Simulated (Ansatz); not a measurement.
CrO₃⁺ (the lowest doublet isomer of a short search) was relaxed with r2SCAN-D4 (def2-TZVP) in Ansatz in these states: charge +1 quartet, charge +1 sextet. The geometries follow in no particular order.

A:

```xyz
4

Cr   -0.486   -0.176   -0.458
O    -0.823   -1.664   -0.350
O     1.116    0.784   -0.034
O     0.193    1.056    0.842
```

B:

```xyz
4

Cr    0.6367   -0.9893   -0.1110
O     1.5595   -0.5512   -1.3034
O    -1.3012    1.3284    0.6082
O    -0.8950    0.2122    0.8062
```

**Question.** Judge from the bond lengths which geometry belongs to which state (an estimate).

**Answer.** A is the charge +1 quartet (Cr1–O3 1.915 Å, Cr1–O4 1.915 Å, O3–O4 1.301 Å); B is the charge +1 sextet (Cr1–O3 3.106 Å, Cr1–O4 2.152 Å, O3–O4 1.204 Å).

At r2SCAN-D4/def2-TZVP the charge 1 sextet is spin-contaminated (final ⟨S²⟩ up to 8.95, 8.75 for a pure state). At PBE0-D4/def2-TZVP a doublet lies 0.19 eV below the charge +1 quartet. At PBE0-D4/def2-TZVP a doublet lies 0.83 eV below the charge +1 sextet. These are the stationary points nearest to one start from a short search; other shapes may lie lower in each state.
